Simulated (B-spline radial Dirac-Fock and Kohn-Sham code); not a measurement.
## Two-hole binding energies of Pt⁴⁺

System: the Pt⁴⁺ ion, configuration [Xe] 4f14 5d6.

These are calculated numbers from an atomic code on a B-spline grid; the model is ΔSCF Dirac-Fock with Breit, self-energy and vacuum polarisation, finite nucleus, configuration average. U is the two-hole binding energy less the two single-hole energies, the effective repulsion of the holes after relaxation. Each two-hole energy is an average over J within one jj subconfiguration.

```
          holes  E(a) (eV)  E(b) (eV)  E(ab) (eV)  U (eV)
           1s⁻²    78454.0    78454.0    158423.8  1515.8
   2s⁻¹ 2p1/2⁻¹    13951.3    13337.1     27519.3   230.9
   2s⁻¹ 2p3/2⁻¹    13951.3    11627.8     25791.9   212.8
   2s⁻¹ 3d3/2⁻¹    13951.3     2266.6     16324.6   106.6
   2s⁻¹ 3d5/2⁻¹    13951.3     2186.2     16240.2   102.6
2p1/2⁻¹ 3p3/2⁻¹    13337.1     2715.1           ?       ?
2p1/2⁻¹ 3d5/2⁻¹    13337.1     2186.2     15629.3   105.9
   2p3/2⁻¹ 3s⁻¹    11627.8     3367.9     15091.7    96.0
2p3/2⁻¹ 3p1/2⁻¹    11627.8     3095.1     14828.2   105.3
        3p1/2⁻²     3095.1     3095.1      6269.0    78.8
3d3/2⁻¹ 3d5/2⁻¹     2266.6     2186.2      4533.1    80.3
        4f5/2⁻²      135.9      135.9       302.0    30.1
4f5/2⁻¹ 4f7/2⁻¹      135.9      132.6       299.4    30.8
5p1/2⁻¹ 5p3/2⁻¹      128.3      112.9       259.5    18.3
```

Question: Give the missing two-hole energy and U.

Answer: E(ab) = 16151.3 eV and U = 99.1 eV.
